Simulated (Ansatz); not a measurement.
Relaxation of C₂H₉NSSi₂ (15 atoms, charge 0, multiplicity 1), to a largest force component of 0.015 eV/Å in at most 40 steps.

These are results of RKS PBE0-D4/6-31G* in Ansatz 0.2.0, not measurements.

```xyz
15
Properties=species:S:1:pos:R:3:forces:R:3
N -1.257 1.086 1.214 0.29 4.08 1.83
C -0.388 0.313 0.544 1.48 -1.21 -0.62
C -0.600 -1.019 0.507 1.34 -0.98 -0.65
Si 0.503 -2.362 -0.226 -2.69 0.30 0.21
Si 1.109 1.226 -0.297 -2.08 0.18 0.44
S 0.270 3.058 -1.098 0.30 -0.11 0.04
H -0.810 1.928 1.702 -1.06 -1.39 -1.18
H -1.848 0.629 1.878 -0.42 -0.55 0.25
H -1.429 -1.418 1.071 -0.51 -0.01 0.30
H 0.334 -2.301 -1.677 0.35 -0.22 -0.67
H 1.842 -2.226 0.194 1.78 0.06 0.33
H -0.064 -3.678 0.257 0.27 0.25 -0.11
H 2.089 1.595 0.717 0.43 0.21 0.29
H 1.637 0.446 -1.381 0.49 -0.66 -0.57
H -0.548 2.415 -1.959 0.03 0.06 0.12
```

Where does it end, and by what steps?

The run converged. The force dipped under the threshold on the way, but the program's further checks kept it going. After 32 steps the energy has fallen by 0.547 eV; H12 moved furthest, 1.33 Å.

| step | energy less start (eV) | largest force component (eV/Å) | accepted |
| --- | --- | --- | --- |
| 0 | 0.0000 | 4.077 | yes |
| 2 | -0.4708 | 0.453 | yes |
| 4 | -0.5099 | 0.124 | yes |
| 6 | -0.5206 | 0.104 | yes |
| 8 | -0.5231 | 0.092 | yes |
| 10 | -0.5256 | 0.088 | yes |
| 12 | -0.5274 | 0.045 | yes |
| 14 | -0.5303 | 0.067 | yes |
| 16 | -0.5327 | 0.093 | yes |
| 18 | -0.5357 | 0.121 | yes |
| 20 | -0.5389 | 0.093 | yes |
| 22 | -0.5424 | 0.066 | yes |
| 24 | -0.5444 | 0.073 | yes |
| 26 | -0.5454 | 0.067 | no |
| 28 | -0.5463 | 0.049 | yes |
| 30 | -0.5466 | 0.014 | yes |
| 32 | -0.5468 | 0.008 | yes |

```xyz
15
Properties=species:S:1:pos:R:3
N -1.461 1.097 0.910
C -0.504 0.215 0.467
C -0.637 -1.133 0.549
Si 0.556 -2.388 -0.088
Si 0.999 1.031 -0.365
S 0.802 3.180 -0.264
H -1.174 2.044 1.118
H -2.180 0.731 1.520
H -1.541 -1.512 1.037
H -0.005 -3.222 -1.193
H 1.770 -1.697 -0.619
H 1.001 -3.328 0.982
H 2.255 0.766 0.378
H 1.120 0.623 -1.786
H -0.160 3.287 -1.202
```

Run time: 3.1 min on 2 threads of Intel(R) Xeon(R) Platinum 8259CL CPU @ 2.50GHz (Skylake/Cascade Lake), with other jobs on the host, peak memory 0.34 GiB.
